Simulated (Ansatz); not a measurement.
Compare A (`C=NBC[SiH3]`) with its isomer B (`BN[SiH2]C=C`).

Calculated with Ansatz (gas phase, PBE0-D4/def2-TZVP geometries, no zero-point term in ΔE). CCSD(T)/CBS is the MP2 limit (def2-TZVPP, def2-QZVPP) plus CCSD(T) − MP2 in def2-TZVPP, frozen cores. Functionals use def2-TZVPP. B3LYP here is the variant with VWN-RPA as its local correlation; programs differ in this. Each species was taken in one conformer, which may not be the lowest.

Task: Which isomer does CCSD(T)/CBS put lower? Give the gap. (An estimate is asked.)

Result: Computed: B, by 84.1 kJ/mol.

Task: Give E(B) − E(A) in kJ/mol with B3LYP-D4, CCSD(T)/def2-SVP, BLYP-D4, B2PLYP, r2SCAN-D4, CCSD/def2-TZVPP, CCSD(T)/def2-TZVPP. (Estimate.)

Result: The calculation gave: B3LYP-D4 -69.6, CCSD(T)/def2-SVP -55.2, BLYP-D4 -60.7, B2PLYP -75.8, r2SCAN-D4 -62.5, CCSD/def2-TZVPP -82.7, CCSD(T)/def2-TZVPP -80.0. None reverses the order clearly.

Task: Does the order hold for the free energy at 298.15 K (harmonic terms from PBE0-D4)? (Best estimate.)

Result: Ansatz gave: Yes: G(B) − G(A) = -75.5 kJ/mol, for one conformer each. Modes under 60 cm⁻¹, often nearly free rotors, make the harmonic entropy too high.

Largest T1 diagnostic: 0.014.

Leaving LDA and LC-ωPBE aside and taking each functional with its dispersion term where it has one, the values, not all of them listed here, spread over 32.0 kJ/mol, from BHLYP-D4 to PBE-D4. From r2SCAN to r2SCAN0 (25 % exact exchange), in def2-TZVPP and without D4, E(B) − E(A) moves by −8.6 kJ/mol.
